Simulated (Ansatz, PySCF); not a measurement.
This PySCF input computes a PBE/def2-TZVPD energy:

```python
from pyscf import gto, scf, dft

mol = gto.M(
    atom='''
    Si    1.19539252   -0.12168310    0.01645495
    Si   -1.16229105    0.12120571   -0.02749547
    H     2.12967456    0.96629337    0.36680398
    H     1.89726773   -1.39723520   -0.22779539
    H    -1.45318068   -0.20595896    1.38667991
    H    -1.39983874    1.52947855   -0.38173963
    H    -1.63734345   -0.88589432   -0.98938161
    ''',
    basis='def2-tzvpd',
    charge=1,
    spin=0,
    verbose=4,
)

mf = dft.RKS(mol, xc='pbe').density_fit(auxbasis='def2-universal-jkfit')
mf.grids.level = 3
mf.conv_tol = 1e-9
mf.max_cycle = 100
mf.max_memory = 1500
mf.kernel()
if not mf.converged:
    mf = mf.newton()
    mf.kernel(mf.make_rdm1())
mf.analyze()
```

Problem. Write an input for the same energy in Ansatz (a quantum-chemistry and plane-wave program) and say what it gives.

Solution. 
Ansatz 0.2 input:
```yaml
crystal:
  periodic: [false, false, false]
  atoms:
    - {symbol: Si, position_ang: [1.19539252, -0.12168310, 0.01645495]}
    - {symbol: Si, position_ang: [-1.16229105, 0.12120571, -0.02749547]}
    - {symbol: H, position_ang: [2.12967456, 0.96629337, 0.36680398]}
    - {symbol: H, position_ang: [1.89726773, -1.39723520, -0.22779539]}
    - {symbol: H, position_ang: [-1.45318068, -0.20595896, 1.38667991]}
    - {symbol: H, position_ang: [-1.39983874, 1.52947855, -0.38173963]}
    - {symbol: H, position_ang: [-1.63734345, -0.88589432, -0.98938161]}
basis:
  gaussian:
    orbitals: def2-TZVPD
hamiltonian:
  xc: {name: PBE}
total_charge: 1
output: {forces: true}
```
It gives -581.35056 Eh, and PySCF -581.35064 Eh, a difference of 0.08 mEh, from the treatment of integrals and grids.
